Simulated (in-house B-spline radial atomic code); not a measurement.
Values are calculated unless marked as measured or tabulated.
**Stopping and range of 200 keV Ni in Si**

The pair potential comes from two frozen, spherical free-atom densities (PBE, B-spline radial code, scalar-relativistic past argon): electrostatics plus the change in Thomas-Fermi kinetic and Dirac exchange energy where they overlap, the recipe behind the universal ZBL potential, which averages such potentials (from solid-state densities) over many pairs. It is written V = (Z1 Z2 e²/r) φ(r/a), with e² = 14.3996 eV·Å and a = 0.46850 Å/(Z1^0.23 + Z2^0.23); ZBL's fit is φ = 0.18175 e^(−3.1998x) + 0.50986 e^(−0.94229x) + 0.28022 e^(−0.4029x) + 0.02817 e^(−0.20162x). Where φ falls below 4e-4 it is continued as an exponential.

The target is taken as amorphous, with density 2.329 g/cm³ (NSM archive of the Ioffe Institute); channelling is ignored. Masses: Ni 58.69, Si 28.09 u. Nuclear stopping is S_n = 4π a Z1 Z2 e² M1/(M1 + M2) × s_n(ε), with s_n integrated over impact parameters for each pair. Electronic stopping is Lindhard and Scharff's S_e = Z1^(1/6) 8π e² a0 Z1 Z2/(Z1^(2/3) + Z2^(2/3))^(3/2) × v/v0, with a0 = 0.529177 Å and v = v0 at 24.801 keV/u; it misses the oscillations with Z1 seen in experiment, which reach tens of per cent. Compounds add by atom fraction.

```json
{"target atom": "Si", "a (Å)": "0.11751", "ε at this energy": "1.348", "s_n, this pair": "0.3079", "s_n, ZBL potential": "0.2911"}
```

What are the atom density and the stopping powers at entry?

N = 2.329 × 0.602214/28.09 = 0.04993 atoms/Å³. For Si: S_n = 5637 × 0.3079 = 1735 eV·Å², S_e = 1.8609 × √200000 = 832.2 eV·Å². Averaged over the target's atoms and times N × 10 Å/nm, the ion loses N S_n = 867 eV/nm to recoils and N S_e = 416 eV/nm to electrons; the nuclear share is 68 %.

Along the track:

```
E (keV)  N S_n (eV/nm)  N S_e (eV/nm)
     10            883           92.9
     30           1040            161
     60           1050            228
    100            999            294
    150            930            360
    200            867            416
```

Estimate the path length and the projected range.

With continuous slowing down the path is the integral of dE/(N (S_n + S_e)). Trapezoids over the table give 152 nm, and the stretch below the first row, with stopping taken as √E, adds 2E/(N S) = 20 nm: 172 nm in all, against 167 nm on a fine grid from 5 eV. Deflections shorten the depth: to first order in the energy passed on, N (S_n + S_e) dR_p/dE = 1 − N S_n (M2/M1) R_p/(2E), summed over the target's atoms, and integrating this on the fine grid gives R_p = 136 nm, 0.82 of the path. Lindhard's rule of thumb R/(1 + M2/3M1), with mean M2/M1 = 0.48, gives 144 nm. On the ZBL potential the same equation gives 143 nm, and the full integral equation, which keeps hard collisions, 150 nm.
